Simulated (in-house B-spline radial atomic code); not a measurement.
How numerical settings move a run on Pd IV (Pd3+), [Kr] 4d7. Computed with a B-spline radial code for spherical atoms: scalar-relativistic (X2C) BLYP, spin-polarised, spherical fractional occupations, Fermi nucleus of rms radius 4.5318 fm.

Command:
```bash
python run_scf.py task.json out
```
Settings of the sound reference run:
```
Z                46
electrons        43
configuration    [Kr] 4d7
hamiltonian      x2c
method           b88,lyp
spin_polarised   True
nucleus          fermi
rms_radius       4.5318
mass_number      106
atomic_mass      105.9035
speed_of_light   137.036
knot_spacing     0.22
spline_order     8
gauss_points     12
box_radius       16.22
max_iterations   70
damping          0.5
damped_steps     3
diis_vectors     10
tolerance        1e-08
start            Thomas-Fermi
```

Cost of the run: 0.23 s on 1 thread of Arm Neoverse V2, on a shared host.

It converges in 10 iterations to -5043.244632 hartree, with 4d down at -40.1898 eV. The other runs change the listed settings, some to values that make no sense; their results aren't properties of the atom or ion. Radii are in bohr (the nuclear one in fm), a minus after a letter asks for a j subshell, and «unchanged» means within 1e-8 hartree. The run stops when the residual is below 10 × tolerance × max(1, Z/10), or a noise floor if that is larger, and the energy moves by less than 1e-8 × √|E| hartree; so very loose and very tight tolerances often act alike.

```tsv
changed settings	outcome
first_knot = 0.0652, max_iterations = 50, damped_steps = 0, diis_vectors = 4, tolerance = 1e-13	converged in 14 iterations, energy +3.83e+00 hartree from the reference, 4d down level -4.5e-03 eV
gauss_points = 5	converged in 10 iterations, energy -2.41e-08 hartree from the reference
knot_spacing = 0.4	converged in 10 iterations, energy +1.16e-03 hartree from the reference, 4d down level +1.6e-04 eV
knot_spacing = 0.15	converged in 10 iterations, energy -3.31e-06 hartree from the reference, 4d down level +2.7e-06 eV
damped_steps = 0	converged in 8 iterations, energy unchanged, 4d down level +2.0e-05 eV
electrons = 44, configuration = [Kr] 4d7 5p-1, max_iterations = 50	stopped with error: j subshells need the Dirac Hamiltonian and l > 0
knot_spacing = 1	converged in 9 iterations, energy +1.63e+01 hartree from the reference, 4d down level -3.1e-01 eV
knot_spacing = 0.3	converged in 10 iterations, energy +5.74e-05 hartree from the reference, 4d down level +2.6e-06 eV
gauss_points = 16	converged in 10 iterations, energy -1.25e-07 hartree from the reference
knot_spacing = 0.3, spline_order = 7, max_iterations = 50, damping = 0.8, start = bare nucleus	converged in 12 iterations, energy +3.84e-05 hartree from the reference, 4d down level +1.5e-05 eV
damped_steps = 1	converged in 9 iterations, energy unchanged, 4d down level +2.0e-05 eV
knot_spacing = 1.4	converged in 10 iterations, energy +5.71e+01 hartree from the reference, 4d down level -4.1e+00 eV (the program warns: 2s up reaches the box edge; 2s down reaches the box edge)
hamiltonian = dirac, method = hf	stopped with error: spin polarisation is not served with the Dirac Hamiltonian
gauss_points = 8	converged in 10 iterations, energy -9.80e-08 hartree from the reference
gauss_points = 6	converged in 10 iterations, energy -9.44e-08 hartree from the reference
knot_spacing = 0.55	converged in 10 iterations, energy +1.76e-01 hartree from the reference, 4d down level -1.4e-02 eV
gauss_points = 3	not converged after 70 iterations, last residual 3.9e+03, last energy +2.62e+05 hartree from the reference
```

(1) What happens with gauss_points = 16, max_iterations = 3, damped_steps = 0, diis_vectors = 2?

(2) What happens with damped_steps = 30?

(3) What happens with knot_spacing = 0.1?

(4) What happens with gauss_points = 4?

Answers

(1) Not converged after 3 iterations, last residual 5.7e-02, last energy +4.50e-02 hartree from the reference.

(2) Converged in 19 iterations, energy unchanged, 4d down level +5.7e-06 eV.

(3) Converged in 10 iterations, energy -4.68e-06 hartree from the reference, 4d down level +2.2e-06 eV.

(4) Converged in 10 iterations, energy +8.62e-08 hartree from the reference, 4d down level +1.1e-06 eV.
